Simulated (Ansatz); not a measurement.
Species: C3H7Cl, charge 0, singlet. C3H7Cl (2-chloropropane, SMILES CC(C)Cl).
B3LYP-D3(BJ)/def2-TZVP minimum from Ansatz (a first-principles code):
```xyz
11

C     -1.0110    -1.3096    -0.1163
C      0.0266    -0.2759    -0.5061
C      1.4538    -0.7411    -0.2964
Cl    -0.2545     1.2498     0.4621
H     -0.9023    -1.5876     0.9329
H     -0.8774    -2.2069    -0.7262
H     -2.0213    -0.9336    -0.2716
H     -0.1216     0.0401    -1.5375
H      1.6232    -1.0052     0.7483
H      1.6417    -1.6259    -0.9103
H      2.1671     0.0324    -0.5778
```

Quantity: atomisation energy (electronic, to ground-state atoms), in kcal/mol. Open shells are spin-unrestricted; no spin-orbit coupling. CBS(X,Y): correlation extrapolated as X^-3, Hartree-Fock from the larger set. A bracket is a step between two methods taken in the basis named. Functionals run without relativity, which enters their misses. '+ core + X2C': CCSD(T) terms for core correlation (cc-pwCVTZ, 1s frozen past Ne) and scalar relativity (cc-pVTZ-DK). For partners of very few electrons the exact lower level stands in for a higher one.

CCSD(T)/CBS(cc-pV(T+d)Z,cc-pV(Q+d)Z) + [CCSDT(Q) - CCSD(T)]/cc-pV(D+d)Z + core + X2C (Ansatz) gives 991.5 kcal/mol.

Q: How far off this value is PBE/def2-TZVPD (Ansatz), in which direction, and which of these levels come nearer: B3LYP/def2-TZVPD, CCSD(T)/CBS(cc-pV(T+d)Z,cc-pV(Q+d)Z) + core + X2C?

A: PBE gives 1000.6 kcal/mol, 9.1 kcal/mol above it. Differences of the others: B3LYP/def2-TZVPD (Ansatz) -11.7; CCSD(T)/CBS(cc-pV(T+d)Z,cc-pV(Q+d)Z) + core + X2C (Ansatz) -0.4 kcal/mol. Nearer than PBE: CCSD(T)/CBS(cc-pV(T+d)Z,cc-pV(Q+d)Z) + core + X2C.
